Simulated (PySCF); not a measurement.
[BrF2]+ at several levels of theory

All levels use the PBE0 minimum (singlet; Br–F 1.676 Å (×2); F–Br–F 99.0°), basis [Br def2-TZVP, F def2-TZVP], no relativity, density fitting, no spin–orbit coupling, PySCF. For vertical energies the ionised species is a doublet (spins chosen at PBE0 and kept) and the electron-attached one a doublet. Open shells are unrestricted, also as the reference of the correlated levels. Dipoles are about the centre of mass. A dash marks a value that was not computed or is not defined at that level.

| level | vertical IP (eV) | vertical EA (eV) | −ε(HOMO) (eV) | gap (eV) | dipole (D) |
| --- | --- | --- | --- | --- | --- |
| PBE0 | ? | ? | ? | ? | ? |
| HF | 20.05 | 8.11 | 21.08 | 14.00 | 2.27 |
| MP2 | 20.33 | 8.30 | – | – | – |
| PBE | 19.71 | 8.35 | 15.39 | 2.97 | 1.71 |
| r2SCAN | ? | ? | ? | ? | ? |

Q: Fill in the row of PBE0.

A: vertical IP (eV) 20.20, vertical EA (eV) 8.56, −ε(HOMO) (eV) 17.12, gap (eV) 5.74, dipole (D) 1.89.

Q: Fill in the row of r2SCAN.

A: vertical IP (eV) 19.97, vertical EA (eV) 8.54, −ε(HOMO) (eV) 15.80, gap (eV) 3.46, dipole (D) 1.75.
